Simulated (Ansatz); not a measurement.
Reaction (substitution at a C–C bond): `C=CC(C)CC` + `[OH][GeH2][I]` → `C[O][GeH2][I]` + `C=CC(C)C`

Program: Ansatz. Geometries: PBE0-D4/def2-TZVP. ΔE: electronic, gas phase. CCSD(T)/CBS adds triple-zeta CCSD(T) − MP2 to the extrapolated MP2 energy (def2 sets, frozen cores). Elements past krypton have def2 core potentials. For Ge, I outer-core shells are correlated without core-valence functions, which leaves a few kJ/mol of doubt a bond. Scalar relativity is left out up to krypton. One conformer a species, not always the lowest.

| species | HF/def2-QZVPP energy (Eh) |
| --- | --- |
| `C=CC(C)CC` | -234.27550 |
| `[OH][GeH2][I]` | -2448.78584 |
| `C[O][GeH2][I]` | -2487.81578 |
| `C=CC(C)C` | -195.22489 |

Q: Work out ΔE.

A: ΔE = (-2487.81578) + (-195.22489) − (-234.27550) − (-2448.78584) = 0.02067 Eh = +54.3 kJ/mol. CCSD(T)/CBS gives +64.8 kJ/mol.

Largest T1 diagnostic among the species: 0.010.

In def2-TZVPP, CCSD(T) changes the Hartree–Fock value by +8.9 kJ/mol (the triples alone add +0.7 kJ/mol) and MP2 by +14.6 kJ/mol.
